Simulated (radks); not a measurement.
I XXXVI, 18 electrons, occupied as [Ar]. All-electron calculation, non-relativistic Kohn-Sham, OLYP, spin-unpolarised, spherical densities, point nucleus; relativity is left out, which matters for an element this heavy. Program: a radial shooting solver on a logarithmic mesh with Libxc functionals. Some entries of the table are withheld. Estimate them.

orbital,occ.,eigenvalue (hartree),<r> (bohr)
1s,2,-1232.054,0.02869
2s,2,(1),0.1221
2p,6,(2),0.1039
3s,2,-91.32902,(3)
3p,6,-87.58450,0.2848

Answer. 
(1) 2s eigenvalue (hartree): -242.6219
(2) 2p eigenvalue (hartree): -232.7763
(3) 3s <r> (bohr): 0.2983
